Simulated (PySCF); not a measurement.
Run record: geometry optimisation, `CC(F)=[Se]`.

Computed with PBE0-D3(BJ)/def2-SVP geometry optimisation, gas phase (PySCF 2.14.0). Start geometry: GFN2-xTB. A driver script takes a list of jobs; this job's settings line and coordinates (Å) are shown.

Input:
```
{"job": {"xc": "PBE0", "basis": "def2-SVP", "d3": "d3bj", "grid": 1, "maxiter": 30, "shake": 0.01, "kind": "geom"}, "charge": 0, "multiplicity": 1}
C     -0.678460    -0.084730    -0.021230
C      0.769760     0.036390     0.029570
F      1.325240    -1.046870     0.557880
Se     1.823300     1.364110    -0.503540
H     -1.101550    -0.210490     0.969610
H     -0.992380    -0.925030    -0.619210
H     -1.111960     0.837520    -0.463010
```

Output:
```
step   0  E = -2578.49040350  max force = 0.031307
step   1  E = -2578.49193504  max force = 0.007455
step   2  E = -2578.49225230  max force = 0.006012
step   3  E = -2578.49239798  max force = 0.001391
step   4  E = -2578.49241225  max force = 0.001832
step   5  E = -2578.49246423  max force = 0.001450
step   6  E = -2578.49253657  max force = 0.002095
step   7  E = -2578.49258978  max force = 0.002333
step   8  E = -2578.49261143  max force = 0.001108
step   9  E = -2578.49261986  max force = 0.000142
optimisation converged
```

Energies in Eh; «max force» is the largest Cartesian gradient component in Eh/bohr.

Q: Give the first gradient maximum in eV/Å.

A: With 1 Eh/bohr = 51.422 eV/Å, 1.610 eV/Å.

Q: How much energy does the optimisation release, in kcal/mol?

A: E(step 0) − E(last step) = 0.002216 Eh, which is 1.4 kcal/mol.

Main results: final energy -2578.49262 Eh after 9 steps; dipole 2.44 D.

Q: Where do the atoms end?

A: 0.028 Å rms from the input after alignment:
```
atom  x, y, z in Å
C1    -0.6898   -0.0430    0.0317
C2     0.7905    0.0225   -0.0434
F3     1.3419   -0.9836    0.6195
Se4    1.7839    1.2140   -0.8583
H5    -1.0046    0.0121    1.0877
H6    -1.0323   -1.0192   -0.3506
H7    -1.1553    0.7676   -0.5375
```

Q: Estimate the wall time. Hardware: an Arm Neoverse V1 with one thread, no GPU, on a shared host. And the peak memory of the process?

A: About 25 s, with 0.36 GiB resident at the peak, the Python interpreter and its libraries included.
Labels such as C1 count atoms from 1, the log's own numbers from 0.
